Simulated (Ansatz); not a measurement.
One change: `[CH3][SbH][NH2]` becomes `[NH2][SbH][SiH3]`.

Ansatz, PBE0-D4/def2-TZVP geometries, multiplicity 1. Each molecule was computed in one conformer, which needn't be the lowest.

Elements past krypton have def2 core potentials.

| property | `[CH3][SbH][NH2]` |
| --- | --- |
| HOMO–LUMO gap (PBE/def2-TZVPP) / eV | 4.62 |
| zero-point energy (PBE0-D4/def2-TZVP) / kJ/mol | 180.2 |
| LUMO energy (PBE0/def2-TZVPP) / eV | -0.36 |
| size of the dipole moment (PBE/def2-TZVPP) / D | 0.56 |
| HOMO energy (B3LYP/def2-TZVPP) / eV | -6.71 |
| HOMO energy (PBE0/def2-TZVPP) / eV | -6.88 |

Problem. What does the change do to each property? (An estimate is asked.)

Solution. Computed: 
```json
{"property": "HOMO–LUMO gap (PBE/def2-TZVPP) / eV", "`[NH2][SbH][SiH3]`": "4.09", "shift": "-0.53"}
{"property": "zero-point energy (PBE0-D4/def2-TZVP) / kJ/mol", "`[NH2][SbH][SiH3]`": "149.7", "shift": "-30.5"}
{"property": "LUMO energy (PBE0/def2-TZVPP) / eV", "`[NH2][SbH][SiH3]`": "-0.91", "shift": "-0.55"}
{"property": "size of the dipole moment (PBE/def2-TZVPP) / D", "`[NH2][SbH][SiH3]`": "0.90", "shift": "0.34"}
{"property": "HOMO energy (B3LYP/def2-TZVPP) / eV", "`[NH2][SbH][SiH3]`": "-6.70", "shift": "0.01"}
{"property": "HOMO energy (PBE0/def2-TZVPP) / eV", "`[NH2][SbH][SiH3]`": "-6.90", "shift": "-0.02"}
```

Dipoles are sizes alone; their direction can turn.

B3LYP here is the variant with VWN-RPA as its local correlation; programs differ in this.

Spin–orbit coupling is left out; it splits and shifts lone-pair levels of the heavy atoms by tenths of an eV.
